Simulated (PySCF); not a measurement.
NMR data sheet: C₆H₁₁N₃

```yaml
Formula: C6H11N3
SMILES: CCc1cnn(CC)n1
Point_group_of_the_computed_structure: C1
Degrees_of_unsaturation: 3
Carbon_signals: 6
Proton_signals: 5
```

Structure with atom numbers: `[CH3:1][CH2:2][c:3]1[cH:4][n:5][n:6]([CH2:7][CH3:8])[n:9]1`. Each H is labelled by its parent atom.

Theory: shieldings: GIAO PBE0/pcSseg-1, structure optimised with PBE0-D3(BJ)/def2-SVP, in PySCF 2.14.0 with density-fitted response routines (no relativistic terms, single conformer, equivalent nuclei averaged, no solvent model).

Shifts are taken against calculated references (same method and geometry level): TMS for 1H (σref 31.27), 13C (σref 184.41); 15N (σref 265.67) against NH3.

| carbon | δC, type | δH (multiplicity) | HMBC from (2–3 bonds) | span of the C tensor (ppm) |
| --- | --- | --- | --- | --- |
| C1 | 19.4, CH3 | 1.18 (t) | H(C2) | 30 |
| C2 | 22.3, CH2 | 2.57 (q) | H(C4), H(C1) | 23 |
| C3 | 154.1, C | – | H(C4), H(C2), H(C1) | 157 |
| C4 | 136.8, CH | 7.32 (s) | H(C2) | 157 |
| C7 | 50.9, CH2 | 4.14 (q) | H(C8) | 58 |
| C8 | 18.1, CH3 | 1.34 (t) | H(C7) | 31 |

Other nuclei:
```json
{"atoms": "N5", "nucleus": "15N", "environment": "pyridine-type nitrogen of an azole", "δ (ppm)": "364.7", "σ (ppm)": "-99.0"}
{"atoms": "N9", "nucleus": "15N", "environment": "pyridine-type nitrogen of an azole", "δ (ppm)": "358.7", "σ (ppm)": "-93.1"}
{"atoms": "N6", "nucleus": "15N", "environment": "pyrrole-type ring nitrogen", "δ (ppm)": "282.0", "σ (ppm)": "-16.3"}
```

- Carbon types of the structure: 1 × C, 1 × CH, 2 × CH2, 2 × CH3, which accounts for all hydrogens.
- δC 154.1: substituted aromatic carbon next to a ring nitrogen.
- δC 136.8: aromatic CH next to a ring nitrogen.
- δC 22.3: sp3 CH2 on an aromatic ring; a saturated carbon with 2 carbon neighbours and no heteroatom attached.
- δC 19.4, 18.1: methyl carbon; a saturated carbon with 1 carbon neighbour and no heteroatom attached.
- δH 4.14: hydrogen on an sp3 CH2 bonded to N; its carbon carries N, an electronegative neighbour.

Shifts are as computed. Against solution values, carbons near 30 ppm lie about +2 ppm off and those near 130 ppm about +5 ppm. Of 1313 compounds with measured shifts, 239 miss one by over three times the rms of a fit or turn the order of signals round; such compounds aren't used in these exercises. Experimental scales use liquid or dissolved standards, which lie at an offset from isolated NH3 (liquid NH3: subtract about 20 ppm). Unscaled 15N shifts of sp2 nitrogen come out 20 to 40 ppm too high even then. Multiplicities follow the n + 1 count of equivalent neighbours, as no J values were calculated; m marks all less simple cases, F and P coupling included.
